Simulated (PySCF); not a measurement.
A ladder of Hamiltonians for Zr³⁸⁺ (zirconium, charge +38)

Occupied: 1s1/2. Hartree-Fock calculated with PySCF 2.14 in an even-tempered Gaussian basis (19 s from 5.6 bohr⁻², ratio 2.3; 14 p from 6.7 bohr⁻², ratio 2.3), Gaussian nucleus throughout. NR is non-relativistic, sf-X2C the spin-free one-electron X2C Hamiltonian, X2C adds the bare one-electron spin-orbit term, X2C-SNSO screens it by Boettger's factors, DC is four-component Dirac-Coulomb, and the Gaunt and Breit terms are added at first order (total energies over the DC spinors, levels after relaxing the spinors in that mean field). QED terms are absent. Levels marked empty are virtual spinors of this ion.

```json
{"Hamiltonian": "NR", "E (hartree)": "-1575.0883"}
{"Hamiltonian": "sf-X2C", "E (hartree)": "-1609.4483"}
{"Hamiltonian": "X2C", "E (hartree)": "-1609.4483"}
{"Hamiltonian": "X2C-SNSO", "E (hartree)": "-1609.4483"}
{"Hamiltonian": "DC", "E (hartree)": "-1609.8661"}
{"Hamiltonian": "DC+Gaunt", "E (hartree)": "-1609.0122"}
{"Hamiltonian": "DC+Breit", "E (hartree)": "-1609.0122"}
```

```tsv
level (eV)	NR	sf-X2C	X2C	X2C-SNSO	DC	DC+Gaunt	DC+Breit
1s1/2	-21093.1	-21544.0	-21544.0	-21544.0	-21555.2	-21532.2	-21532.2
2s1/2 (empty)	-5015.9	-5149.9	-5149.9	-5149.9	-5151.0	-5148.6	-5148.9
2p1/2 (empty)	-4942.1	-4998.2	-5072.4	-5070.5	-5069.7	-5064.6	-5065.4
2p3/2 (empty)	-4942.1	-4998.2	-4963.7	-4964.5	-4965.4	-4962.7	-4963.5
3s1/2 (empty)	-2211.8	-2258.6	-2258.6	-2258.6	-2258.9	-2258.2	-2258.3
```

How large are the two-electron picture-change error of X2C and the Breit correction in the total energy?

X2C-1e lies 0.4178 hartree above Dirac-Coulomb; Gaunt adds 0.8539 and the full Breit term 0.8539 hartree.

| interval (eV) | X2C | X2C-SNSO | DC | DC+Gaunt | DC+Breit |
| --- | --- | --- | --- | --- | --- |
| 2p3/2 − 2p1/2 | 108.7 | 105.9 | 104.3 | 101.9 | 101.9 |

Weight of the small component: 1s1/2 0.0214, 2s1/2 0.00506, 2p1/2 0.00503, 2p3/2 0.00492, 3s1/2 0.00222.

Koopmans' value for the highest occupied level at DC+Breit: 21532.2 eV, against an ionisation energy of 21516.5 eV (theoretical estimate listed by NIST; NIST Atomic Spectra Database, ionization energies); the former lacks relaxation, correlation, QED and recoil.

The whole ladder took 100 s of wall time on 1 thread of Intel(R) Xeon(R) Platinum 8375C CPU @ 2.90GHz (shared host), launched as `OMP_NUM_THREADS=1 python relrun2.py TASK.json OUT` (a driver that calls PySCF for each Hamiltonian).
